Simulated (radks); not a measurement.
Values are calculated unless marked as measured or tabulated.
Rh I, 45 electrons, occupied as [Kr] 4d(up 4, down 4) 5s(up 0.5, down 0.5) (fractional occupations, a model configuration).

Code: a radial shooting solver on a logarithmic mesh with Libxc functionals. Model: non-relativistic Kohn-Sham, r2SCAN, spin-polarised, spherical densities, point nucleus; meta-GGA in the generalised Kohn-Sham scheme; relativity is left out, which matters for an element this heavy.

Energy parts (Ry):
part                        energy
total                  -9376.08660
kinetic                 9371.95695
electron-nucleus      -22323.74292
Hartree                 3847.95279
exchange-correlation    -272.25342

Orbitals (lengths in bohr, moments of r in powers of bohr):
orbital	occ.	eigenvalue (Ry)	<1/r>
1s	2	-1647.640	44.47
2s	2	-235.2714	10.10
2p	6	-217.8968	10.08
3s	2	-42.25694	3.566
3p	6	-35.33133	3.472
3d	10	-22.63353	3.304
4s	2	-5.82453	1.342
4p	6	-3.71815	1.225
4d	8	-0.47497	0.8766
5s	1	-0.28234	0.3671

The highest occupied level is 5s at -3.841 eV. The electron density at the nucleus is 6.377e+04 e/bohr^3. Virial ratio -V/T = 2.00044. Summed over all electrons, <r^2> = 52.25 bohr^2, which gives a Langevin (diamagnetic) susceptibility term of -41.4 x 10^-6 cm^3/mol.
